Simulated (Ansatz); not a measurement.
Ansatz (a quantum-chemistry and plane-wave program) input for CBr3, SMILES Br[C+](Br)Br, charge +1, PBE-D3(BJ)/def2-SVP. 

Ansatz 0.2 input:
```yaml
crystal:
  periodic: [false, false, false]
  atoms:
    - {symbol: C, position_ang: [0.00000000, 0.00000000, 0.00000000]}
    - {symbol: Br, position_ang: [1.82169188, 0.00000000, 0.00000000]}
    - {symbol: Br, position_ang: [-0.91084595, 1.57763144, 0.00000000]}
    - {symbol: Br, position_ang: [-0.91084594, -1.57763144, 0.00000000]}
basis:
  gaussian:
    orbitals: def2-SVP
hamiltonian:
  xc: pbe
  dispersion: d3bj
total_charge: 1
relax: {f_tol: 0.002, max_steps: 200}
```

Log of the run:

```
WARN ansatz: RAYON_NUM_THREADS=2 ignored (pool sized by the plan → 2); use --threads N
Functional definition: PBE
integrals: 0.06 GiB planned
1193 factors; their error is unknown
mean field: 0.31 GiB planned
mean field evaluation 1: about -211101.5003 eV, gradient 5.2e1 eV
mean field evaluation 2: about -211070.3069 eV, gradient 1.1e2 eV
mean field evaluation 4: about -211107.8340 eV, gradient 4.6e0 eV
mean field evaluation 8: about -211107.8719 eV, gradient 8.3e-2 eV
mean field evaluation 16: about -211107.7098 eV, gradient 5.9e-5 eV
mean field -211107.70978298 eV, -7758.0652405794 hartree, gradient 5.9e-5 eV, S^2 0.000000; 0 other end points of the search recorded, 0 dependent functions left out
the calculation of the forces begins
reference -211107.70980831 eV, -7758.0652415102 hartree; 55, 55 occupied and 55, 55 virtual orbitals, 1193 factors
relax step   1: F+E_penalty+E_count = -211107.86270457 eV  Δ(F+E_penalty+E_count) = +0.000e0 eV  max|allowed force component| = 1.116e-1 eV/Å  Δτ_max = 0.0000 Å  (25 SCF iters, accepted)
these checks for a lower state are left out or cut short: starts, cluster_reference, orbital_swaps, neighbouring_geometries, increment
integrals: 0.06 GiB planned
1193 factors; their error is unknown
mean field: 0.31 GiB planned
mean field -211107.71049421 eV, -7758.0652667164 hartree, gradient 2.2e-5 eV, S^2 0.000000; 0 other end points of the search recorded, 0 dependent functions left out
the calculation of the forces begins
reference -211107.71051954 eV, -7758.0652676477 hartree; 55, 55 occupied and 55, 55 virtual orbitals, 1193 factors
relax step   2: F+E_penalty+E_count = -211107.86328817 eV  Δ(F+E_penalty+E_count) = -5.836e-4 eV  max|allowed force component| = 3.070e-2 eV/Å  Δτ_max = 0.0027 Å  (29 SCF iters, accepted)
these checks for a lower state are left out or cut short: starts, cluster_reference, orbital_swaps, neighbouring_geometries, increment
integrals: 0.06 GiB planned
1193 factors; their error is unknown
mean field: 0.31 GiB planned
mean field -211107.71059141 eV, -7758.0652702887 hartree, gradient 2.9e-5 eV, S^2 0.000000; 0 other end points of the search recorded, 0 dependent functions left out
the calculation of the forces begins
reference -211107.71061675 eV, -7758.0652712200 hartree; 55, 55 occupied and 55, 55 virtual orbitals, 1193 factors
relax step   3: F+E_penalty+E_count = -211107.86333647 eV  Δ(F+E_penalty+E_count) = -4.830e-5 eV  max|allowed force component| = 1.428e-4 eV/Å  Δτ_max = 0.0010 Å  (18 SCF iters, accepted)
integrals: 0.06 GiB planned
1193 factors; their error is unknown
mean field: 0.31 GiB planned
mean field evaluation 32: about -211101.5428 eV, gradient 5.2e1 eV
mean field -211107.71059141 eV, -7758.0652702887 hartree, gradient 2.9e-5 eV, S^2 0.000000; 1 other end points of the search recorded, 0 dependent functions left out
the calculation of the forces begins
reference -211107.71061675 eV, -7758.0652712200 hartree; 55, 55 occupied and 55, 55 virtual orbitals, 1193 factors
Total energy: -211107.86336182 eV, -7758.0708844975 hartree
Atom 0 at     0.000002    -0.000000    -0.000000 Å, force     0.000016    -0.000000    -0.000000 eV/Å
Atom 1 at     1.825472     0.000000     0.000000 Å, force     0.000115     0.000000     0.000000 eV/Å
Atom 2 at    -0.912737     1.580906     0.000000 Å, force    -0.000065     0.000143     0.000000 eV/Å
Atom 3 at    -0.912737    -1.580906     0.000000 Å, force    -0.000065    -0.000143     0.000000 eV/Å
Dipole moment:     0.000003    -0.000000    -0.000000 e Å
```

Self-consistency was reached.
